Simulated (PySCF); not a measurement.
## Vibration and rotation of GaB⁺

UHF-CCSD(T) constants of GaB⁺, ²Σ⁺ (doublet), unpaired electrons σ ↑ (PySCF, no relativity, basis sets Ga def2-SVPD, B def2-SVPD; masses 68.9256 and 11.0093 u):

```
ωe            : 203.9 cm⁻¹
ωexe          : 2.3 cm⁻¹
Be            : 0.22892 cm⁻¹
αe            : 0.00358 cm⁻¹
De to Ga⁺ + B : 0.68 eV
```

What force constant and bond length do these constants imply?

Reduced mass μred = 9.4930 u; k = 5.8918×10⁻⁷·μred·ωe² (u, cm⁻¹, mdyn/Å) = 0.233 mdyn/Å; Re = √(16.8576/(μred·Be)) (u, cm⁻¹, Å) = 2.785 Å.

Estimate the centrifugal constant D from the Kratzer relation and find the Dunham coefficient a1.

D = 4Be³/ωe² = 1.15e-06 cm⁻¹; a1 = −1 − αeωe/(6Be²) = -3.32.

Correlated steps freeze 10 core orbitals. Correlated levels converge slowly with the basis: in double zeta they bind strong bonds too weakly, by up to about 1 eV, and carry superposition errors of some tenths. Spin–orbit coupling is left out. For an ion De counts to the pair picked by the measured ionisation energies or electron affinities, which need not be the lowest pair at this level. The state is the lowest determinant that a PBE0 search found; another state may lie lower at other levels.
